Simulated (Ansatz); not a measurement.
Correlation energies of AlH$_{5}$O$_{2}$SeSi by basis set

```xyz
10

O    -0.4989    0.3491   -1.9385
Si    0.4787    0.2781   -0.6200
O     1.9376   -0.1982   -1.1637
Al   -0.0615    0.6780    1.6950
Se   -0.3620   -1.7204    0.7775
H    -1.3517    0.7752   -1.8302
H     1.9702   -0.7295   -1.9637
H     1.1463    0.7047    2.7154
H    -1.4993    1.3124    1.9148
H    -1.7594   -1.4494    0.4135
```

The species carries charge 0 and has multiplicity 1. Correlated methods include outer-core shells of Se, which these sets cover unevenly. Scalar relativity is left out up to krypton. The bonds changed during the relaxation, so this is another structure than the one it started from. Geometry: relaxed with PBE0-D4/def2-TZVP. It is one conformer, not always the lowest. Frozen core, restricted reference, Ansatz 0.2.0.

```
     basis      HF (Eh)  MP2 corr.  CCSD corr.       (T)  CCSD(T) total
  def2-SVP  -3082.84744   -0.77120    -0.80832  -0.02034    -3083.67610
def2-TZVPP  -3083.53930   -0.95766    -0.99014  -0.03749    -3084.56693
def2-QZVPP  -3083.61020   -1.31734           –         –              –
```
